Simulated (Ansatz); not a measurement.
A run for Ansatz (a program for electronic structure): R-PBE/def2-TZVPP on AlFH4Si (SMILES [F][AlH][SiH3]), a point of a torsion scan.

Ansatz 0.2 input:
```yaml
crystal:
  periodic: [false, false, false]
  atoms:
    - {symbol: F, position_ang: [2.36629844, -1.26118499, -0.05034747]}
    - {symbol: Al, position_ang: [1.36587819, 0.05401148, 0.01148154]}
    - {symbol: Si, position_ang: [-1.04534972, -0.04876665, -0.00973240]}
    - {symbol: H, position_ang: [2.24478804, 1.33033307, 0.09686241]}
    - {symbol: H, position_ang: [-1.58338908, -1.16068776, 0.80640560]}
    - {symbol: H, position_ang: [-1.64482072, -0.24955828, -1.34689007]}
    - {symbol: H, position_ang: [-1.69908217, 1.16620049, 0.51493027]}
basis:
  gaussian:
    orbitals: def2-TZVPP
hamiltonian:
  xc: {name: PBE}
scf: {lower_state_search: off}
```

It printed:

```
WARN ansatz: RAYON_NUM_THREADS=1 ignored (pool sized by the plan → 1); use --threads N
Functional definition: PBE
these checks for a lower state are left out or cut short: stability, starts, cluster_reference, orbital_swaps, neighbouring_geometries, increment
integrals: 0.08 GiB planned
949 factors; their error is unknown
mean field: 0.53 GiB planned
mean field evaluation 1: about -17245.3507 eV, gradient 4.5e1 eV
mean field evaluation 2: about -17226.1775 eV, gradient 1.2e2 eV
mean field evaluation 4: about -17249.0794 eV, gradient 4.9e0 eV
mean field evaluation 8: about -17249.1207 eV, gradient 1.4e-1 eV
mean field evaluation 16: about -17249.1207 eV, gradient 2.9e-6 eV
mean field -17249.12069698 eV, -633.8934937400 hartree, gradient 2.9e-6 eV, S^2 0.000000; 0 other end points of the search recorded, 0 dependent functions left out
reference -17249.12074223 eV, -633.8934954029 hartree; 20, 20 occupied and 151, 151 virtual orbitals, 949 factors
Total energy: -17249.12074223 eV, -633.8934954029 hartree
Checks for a lower state left out: stability, starts, cluster_reference, orbital_swaps, neighbouring_geometries, increment
```

The run converged.

Cost: around 0.9 core-seconds (rough).
